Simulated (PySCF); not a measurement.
**Choosing a basis for TDDFT**

Compound: H4OSeSi.
SMILES: `O[SiH2][SeH]`

TDDFT with PBE0 (PySCF), vertical singlets, core orbitals frozen in the response, spherical d and f functions. One conformer (not necessarily the lowest) at the PBE0-D3(BJ)/def2-SVP geometry, without solvent, vibrations or thermal averaging. The PBE0/6-31G* calculation is non-relativistic and has no spin–orbit coupling, an omission that weighs most on selenium.

```csv
basis,functions,diffuse,S1 (eV),S2 (eV),S3 (eV),S4 (eV),S5 (eV),LUMO (eV),α (au)
6-31G*,72,no,5.94,6.54,6.69,7.55,7.82,0.47,46.7
def2-SVP,84,no,5.85,6.68,6.78,7.55,7.73,0.39,47.8
def2-SVPD,120,yes,5.53,6.01,6.24,7.15,7.20,-0.23,61.2
aug-cc-pVDZ,122,yes,5.43,5.88,6.06,6.84,6.97,-0.48,61.3
def2-TZVP,140,no,5.67,6.30,6.42,7.33,7.36,0.06,55.6
def2-TZVPD,176,yes,5.50,5.97,6.14,6.97,7.04,-0.37,61.6
aug-cc-pVTZ,247,yes,5.45,5.92,6.08,6.80,6.95,-0.49,61.8
```

Q: Compare the sets with the largest diffuse one.

A: States are compared by their number. Against the largest diffuse basis here (aug-cc-pVTZ, itself not a converged limit), sets without diffuse functions differ by up to 0.49 eV in S1 and 0.87 eV in S5; the smaller diffuse sets differ by up to 0.08 and 0.25 eV. State by state, the largest deviation of a set without diffuse functions is S1 0.49, S2 0.76, S3 0.70, S4 0.76, S5 0.87 eV. The same number needn't mean the same state in each row. Against aug-cc-pVTZ the polarisability deviates by -24% in 6-31G*, -23% in def2-SVP, -1% in def2-SVPD, -1% in aug-cc-pVDZ, -10% in def2-TZVP, 0% in def2-TZVPD.

Without π bonds the low states are Rydberg-like; a valence basis with one diffuse set may place them up to an eV too high.
